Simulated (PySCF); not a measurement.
# Electronic absorption of SiPhH3

SiPhH3, C6H8Si.
Z-matrix (Å and degrees, PBE0-D3(BJ)/def2-SVP geometry), rows numbered from 1:
```
Si
C   1  1.8785
C   2  1.4031  1  120.89
C   3  1.3940  2  120.98  1   178.50
C   4  1.3940  3  120.00  2     0.07
C   5  1.3943  4  119.83  3     0.06
C   6  1.3937  5  120.00  4    -0.06
H   3  1.0942  2  119.92  1    -1.80
H   4  1.0929  3  119.92  2   179.88
H   5  1.0928  4  120.09  3   179.85
H   6  1.0928  5  120.07  4   179.76
H   7  1.0943  2  119.95  1     1.79
H   1  1.4948  2  109.98  3   148.56
H   1  1.4947  2  109.80  3    27.89
H   1  1.4967  2  111.34  3   -91.80
```

Theory: TDDFT wB97X-D/def2-SVPD, vertical, gas phase, core orbitals frozen in the response in PySCF 2.14.0, density-fitted response routines.

| state | E (eV) | E (kJ/mol) | λ (nm) | f | main configurations (H = HOMO, L = LUMO) |
| --- | --- | --- | --- | --- | --- |
| S1 | 5.36 | 517 | 231.3 | 0.0020 | H-1→L (55%), H→L+1 (44%) |
| S2 | 6.02 | 581 | 206.0 | 0.061 | H→L (66%), H-1→L+1 (32%) |
| S3 | 6.87 | 663 | 180.5 | 0.369 | H→L+1 (52%), H-1→L (41%) |
| S4 | 6.90 | 666 | 179.7 | 0.524 | H-1→L+1 (41%), H-2→L (35%), H→L (19%) |
| S5 | 6.92 | 668 | 179.2 | 0.321 | H-2→L (62%), H-1→L+1 (23%), H→L (11%) |
| S6 | 7.16 | 691 | 173.1 | 0.0056 | H-2→L+1 (95%) |
| S7 | 7.33 | 707 | 169.2 | 0.0037 | H→L+2 (78%), H→L+3 (14%) |
| S8 | 7.44 | 718 | 166.6 | 0.0001 | H-1→L+2 (75%), H-1→L+3 (13%) |
| S9 | 7.64 | 737 | 162.3 | 0.0002 | H-5→L (76%), H-3→L (21%) |
| S10 | 7.90 | 762 | 156.9 | 0.0081 | H-5→L+1 (80%), H-3→L+1 (17%) |

Triplets, Tamm–Dancoff:

```json
{"state": "T1", "E (eV)": "4.12", "λ (nm)": "301.0", "main configurations (H = HOMO, L = LUMO)": "H→L (58%), H-1→L+1 (35%)"}
{"state": "T2", "E (eV)": "4.74", "λ (nm)": "261.7", "main configurations (H = HOMO, L = LUMO)": "H-1→L (76%), H→L+1 (22%)"}
{"state": "T3", "E (eV)": "4.79", "λ (nm)": "259.1", "main configurations (H = HOMO, L = LUMO)": "H-1→L+1 (61%), H→L (36%)"}
{"state": "T4", "E (eV)": "5.17", "λ (nm)": "240.0", "main configurations (H = HOMO, L = LUMO)": "H→L+1 (75%), H-1→L (22%)"}
```

The lowest singlet lies at 5.36 eV (231 nm, ultraviolet) and is very weak; its leading configuration is HOMO-1→LUMO (55%). The most intense listed level is S4 at 6.90 eV (180 nm, f = 0.524), 1.54 eV above S1. Löwdin shares by element: HOMO carbon 67% or more (atoms not listed hold the other 33%); LUMO carbon 63% or more (atoms not listed hold the other 37%). Weighted by f, the mean energy of these states is 6.86 eV. The oscillator strengths of these states sum to 1.295; summed over the whole spectrum of an exact calculation they would give the number of electrons, 58 (Thomas–Reiche–Kuhn). The listed states span 2.54 eV, and the widest gap between neighbours is 0.85 eV (S2 to S3). Singlets were solved by full linear response, triplets in the Tamm–Dancoff approximation.

Time: 58 s (grids of density and orbitals included); peak memory 0.97 GiB. Hardware: an AMD EPYC with one thread, shared host with 64 logical CPUs at a one-minute load of 49.

One conformer stands for the species.
